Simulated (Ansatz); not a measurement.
`[BH2][GaH][CH2][SiH2]F` + `C[SiH2]F` → `[BH2][GaH][SiH2]C` + `FC[SiH2]F`  (redistribution)

Gas-phase electronic energies from Ansatz, PBE0-D4/def2-TZVP geometries. CCSD(T)/CBS adds triple-zeta CCSD(T) − MP2 to the extrapolated MP2 energy (def2 sets, frozen cores). DFT in def2-TZVPP. B3LYP here is the variant with VWN-RPA as its local correlation; programs differ in this. For Ga outer-core shells are correlated without core-valence functions, which leaves a few kJ/mol of doubt a bond. Scalar relativity is left out up to krypton. One conformer a species, not always the lowest.

| level | ΔE (kJ/mol) | difference from CCSD(T)/CBS |
| --- | --- | --- |
| PBE-D4 | 224.1 | -30.5 |
| r2SCAN-D4 | 245.6 | -9.0 |
| PBE0-D4 | 232.7 | -21.9 |
| B3LYP-D4 | 237.3 | -17.3 |
| ωB97X-V | 241.6 | -13.0 |
| ωB97M-V | 251.3 | -3.3 |
| B2PLYP | 246.0 | -8.6 |
| PBE | 219.8 | -34.8 |
| r2SCAN | 244.7 | -9.9 |
| PBE0 | 229.1 | -25.5 |
| B3LYP | 230.1 | -24.5 |
| HF/def2-TZVPP | 235.0 | -19.6 |
| MP2/def2-TZVPP | 269.7 | 15.1 |
| SCS-MP2/def2-TZVPP | 258.8 | 4.2 |
| CCSD/def2-TZVPP | 248.0 | -6.6 |
| CCSD(T)/def2-TZVPP | 250.1 | -4.5 |
| HF/def2-QZVPP | 236.9 | -17.7 |
| MP2/def2-QZVPP | 273.0 | 18.4 |
| SCS-MP2/def2-QZVPP | 262.0 | 7.4 |
| HF/CBS(def2) | 237.1 | -17.5 |
| MP2/CBS(def2) | 274.2 | 19.6 |
| CCSD/CBS(def2) | 252.5 | -2.1 |
| CCSD(T)/CBS | 254.6 | 0 |

Largest T1 diagnostic among the species: 0.013.

The D4 term adds +7.2 kJ/mol with B3LYP and +3.6 kJ/mol with PBE0; it sums over pairs of atoms, weighted by their polarisabilities, and B3LYP, whose exchange is more repulsive, gets the larger term. From PBE to PBE0 (25 % exact exchange), in def2-TZVPP and without D4, ΔE moves by +9.4 kJ/mol. In def2-TZVPP, CCSD(T) changes the Hartree–Fock value by +15.2 kJ/mol (the triples alone add +2.1 kJ/mol) and MP2 by +34.8 kJ/mol.
